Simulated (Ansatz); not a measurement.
Reaction (redistribution): `[Cl][SnH]([Cl])[Cl]` + `[F][InH][I]` → `[Cl][Sn]([Cl])([Cl])[I]` + `[F][InH2]`

Computed with Ansatz on PBE0-D4/def2-TZVP structures; ΔE is electronic, products minus reactants. CCSD(T)/CBS adds triple-zeta CCSD(T) − MP2 to the extrapolated MP2 energy (def2 sets, frozen cores). DFT in def2-TZVPP. B3LYP here is the variant with VWN-RPA as its local correlation; programs differ in this. Elements past krypton have def2 core potentials. For I, In, Sn outer-core shells are correlated without core-valence functions, which leaves a few kJ/mol of doubt a bond.

`[Cl][SnH]([Cl])[Cl]`:

Z-matrix (Å, degrees):
```
Sn
Cl 1 2.300
Cl 1 2.300 2 107.4
Cl 1 2.300 2 107.4 3 115.3
H 1 1.692 2 111.5 3 -122.4
```

`[F][InH][I]`:

Z-matrix (Å, degrees):
```
In
F 1 1.945
I 1 2.630 2 110.8
H 1 1.696 2 118.7 3 180.0
```

`[Cl][Sn]([Cl])([Cl])[I]`:

```xyz
5

Cl    0.342    0.955    2.074
Sn    0.012   -0.023    0.022
Cl    2.025   -0.869   -0.690
Cl   -1.436   -1.783    0.302
I    -0.943    1.719   -1.709
```

`[F][InH2]`:

Cartesian coordinates in Å:
```
F -0.662 1.304 -0.993
In 0.073 -0.143 0.109
H 0.479 0.438 1.657
H 0.110 -1.599 -0.773
```

(1) Is it downhill or uphill in electronic energy at CCSD(T)/CBS, and by how much? (Estimate.)

(2) What do these levels give: B3LYP-D4, r2SCAN0-D4, BHLYP-D4, CAM-B3LYP-D4, B2PLYP, r2SCAN, BHLYP, RPA@PBE/def2-TZVPP, HF/def2-TZVPP, CCSD(T)/def2-TZVPP, HF/def2-QZVPP, MP2/def2-QZVPP? (An estimate is asked.)

Largest T1 diagnostic among the species: 0.016.

Results:

(1) The calculation gave: Uphill: ΔE = +40.1 kJ/mol.

(2) Ansatz gave: B3LYP-D4 35.0, r2SCAN0-D4 43.3, BHLYP-D4 40.2, CAM-B3LYP-D4 39.6, B2PLYP 43.2, r2SCAN 41.9, BHLYP 48.7, RPA@PBE/def2-TZVPP 40.7, HF/def2-TZVPP 57.8, CCSD(T)/def2-TZVPP 43.9, HF/def2-QZVPP 56.5, MP2/def2-QZVPP 37.6 kJ/mol.

From PBE to PBE0 (25 % exact exchange), in def2-TZVPP and without D4, ΔE moves by +4.0 kJ/mol. The D4 term adds −8.7 kJ/mol with B3LYP and −4.9 kJ/mol with PBE0; it sums over pairs of atoms, weighted by their polarisabilities, and B3LYP, whose exchange is more repulsive, gets the larger term.
